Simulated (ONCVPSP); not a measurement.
## Pseudopotential generation for Al (Z = 13): ONCV, PBE, fully relativistic.

aluminium (Al), optimised norm-conserving Vanderbilt (ONCV), made with ONCVPSP 4.0.1 (PBE, fully relativistic). Core [Ne], reference 3s2 3p1. Waves: 3s: rc 2.05 bohr, ncon 4, nbas 8, qcut 3.4 1/bohr, 2 projectors, debl 3.6 Ha; 3p: rc 2.05 bohr, ncon 4, nbas 8, qcut 3.4 1/bohr, local. Local part: the p channel. Core correction: none.

Open shells are filled in proportion to 2j + 1.

All-electron outer shells of the reference configuration (PBE, scalar-relativistic, ld1.x):

```tsv
shell	level (eV)	outermost node (bohr)	outermost maximum (bohr)
2s	-108.17	0.16	0.50
2p	-69.64	–	0.43
3s	-7.75	0.80	2.09
3p	-2.71	0.82	2.64
```

Task: Does the generator finish with these settings?

Result: Yes, a potential is produced and its reference levels are reproduced.

Task: Estimate the cutoffs (Ha) at which the residual kinetic energy of the hardest occupied pseudo-wave falls to 1 and 0.1 mHa per electron.

Result: 5.2 Ha and 17 Ha. The cutoffs count occupied waves only; projector 2 of the s channel, the hardest unoccupied one, needs 47 Ha at the loose tolerance.

Task: Does the potential have ghost states?

Result: No bound ghost flagged; GHOST(+) flagged for s at 176.5 eV.

Task: Which valence shell sets the plane-wave cutoff?

Result: 3s: 5 Ha for 1 mHa per electron, against 2 Ha for 3p.

Task: Tests: 3s2 3p0; 3s1 3p0; 3s2 3p0.5; 3s1 3p2. Which has the largest error in its energy relative to the reference configuration, and how large is it?

Result: 3s1 3p0, with +17 meV (all-electron minus pseudo) on +24.99 eV.
